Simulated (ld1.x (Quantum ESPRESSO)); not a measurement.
**Before and after: TM potential for La**

* Element: La
* Generator: ld1.x (Quantum ESPRESSO) 7.5
* Type: norm-conserving Troullier–Martins (Kleinman–Bylander form)
* Functional: PBE
* Relativity: scalar-relativistic
* Frozen core: [Kr] 4d10 5s2
* Valence charge: 9
* Reference configuration: 4f0 5p6 5d1 6s2 6p0
* Partial waves: 5p (bound): rc 2.65 bohr; 5d (bound): rc 3.40 bohr; 4f (bound, empty): rc 1.90 bohr; 6s (bound): rc 3.25 bohr
* Local potential: the s channel
* Core correction: a·sin(br)/r model core, default radius (core density twice the valence density)

Change: all radii but the core radius scaled by about 1.19 (s 3.86, p 3.14, d 4.02, f 2.26 bohr).

Cutoffs: the cutoffs (Ry, on a coarse ladder) from which the occupation-weighted sum of valence levels, in a spherical-Bessel basis at the reference potential, stays within 10 and 1 mRy of its value at 400 Ry; they do not see the model core or the augmentation charge, which bear on the density cutoff. Errors are all-electron minus pseudo energies relative to the spin-unpolarised reference configuration.

What does the change do?

The potential gets softer (15 Ry and 21 Ry → 12 Ry and 18 Ry); of the 7 tests that both files solve, the error grows in 3 and shrinks in 1 by more than 15 % and 0.3 meV (median size 340.4 → 114.1 meV); neither file shows a bound ghost. A larger radius leaves more room for a smooth pseudo-wave, so fewer plane waves are needed.

```tsv
quantity	base	changed
cutoff, loose	15 Ry	12 Ry
cutoff, tight	21 Ry	18 Ry
bound ghosts	none	none
error for 4f0 5p6 5d1 6s1 6p0, meV [ΔE 5.97 eV]	-1.1	-2.3
error for 4f0 5p6 5d1 6s0 6p0, meV [ΔE 16.85 eV]	-19	-22
error for 4f0 5p6 5d0 6s0 6p0, meV [ΔE 35.80 eV]	-14	+24
error for 4f0 5p6 5d1 6s0 6p2, meV [ΔE 4.85 eV]	-777	-809
error for 4f1 5p6 5d0 6s1 6p0, meV [ΔE 6.23 eV]	-384	-114
error for 4f0 5p6 5d1 6s1 6p1, meV [ΔE 2.38 eV]	-340	-355
error for 4f0 5p6 5d1 6s0 6p1, meV [ΔE 8.92 eV]	-580	-603
```

Base: The cutoffs count occupied waves only; the empty 4f level needs 100 Ry at the loose tolerance. Changed file: The cutoffs count occupied waves only; the empty 4f level needs 70 Ry at the loose tolerance.
